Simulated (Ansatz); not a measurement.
Frontier orbitals of C$_{2}$H$_{4}$O$_{2}$Se (`O=C[Se]CO`).

```xyz
9

O     2.044    0.424   -0.229
C     1.400    1.129    0.486
Se   -0.514    1.092    0.653
C    -0.803   -0.449   -0.541
O    -0.744   -1.681    0.090
H     1.843    1.907    1.134
H    -1.759   -0.255   -1.035
H     0.014   -0.404   -1.260
H    -1.482   -1.763    0.700
```

Total charge 0; spin multiplicity 1. Correlated methods include outer-core shells of Se, which these sets cover unevenly. Scalar relativity is left out up to krypton. The structure was optimised at the PBE0-D4/def2-TZVP level. It is a higher conformer; a search finds a lower one. Basis def2-TZVPP, the Gaussian-basis code of Ansatz.

```csv
functional,HOMO (eV),LUMO (eV)
HSE06 (plane-wave form),-6.90,-1.40
```

Problem. Give HOMO and LUMO (eV) with LDA (SPW92), PBE, revPBE, BLYP, r2SCAN, B97M-V, PBE0, B3LYP, r2SCANh, r2SCAN0, BHLYP, CAM-B3LYP, LC-ωPBE, ωB97X-V, ωB97M-V, HF. (An estimate is asked.)

Solution. Computed: 
```json
{"functional": "LDA (SPW92)", "HOMO": "-6.36", "LUMO": "-2.32"}
{"functional": "PBE", "HOMO": "-6.17", "LUMO": "-2.05"}
{"functional": "revPBE", "HOMO": "-6.10", "LUMO": "-1.95"}
{"functional": "BLYP", "HOMO": "-6.02", "LUMO": "-1.92"}
{"functional": "r2SCAN", "HOMO": "-6.44", "LUMO": "-1.86"}
{"functional": "B97M-V", "HOMO": "-6.48", "LUMO": "-1.75"}
{"functional": "PBE0", "HOMO": "-7.30", "LUMO": "-1.01"}
{"functional": "B3LYP", "HOMO": "-7.08", "LUMO": "-1.26"}
{"functional": "r2SCANh", "HOMO": "-6.85", "LUMO": "-1.48"}
{"functional": "r2SCAN0", "HOMO": "-7.48", "LUMO": "-0.90"}
{"functional": "BHLYP", "HOMO": "-8.30", "LUMO": "0.17"}
{"functional": "CAM-B3LYP", "HOMO": "-8.58", "LUMO": "0.16"}
{"functional": "LC-ωPBE", "HOMO": "-9.89", "LUMO": "1.36"}
{"functional": "ωB97X-V", "HOMO": "-9.55", "LUMO": "1.30"}
{"functional": "ωB97M-V", "HOMO": "-9.42", "LUMO": "1.21"}
{"functional": "HF", "HOMO": "-9.85", "LUMO": "2.78"}
```

B3LYP here is the variant with VWN-RPA as its local correlation; programs differ in this. LC-ωPBE has ω = 0.4 bohr⁻¹. Positive LUMOs are unbound and depend on the basis.
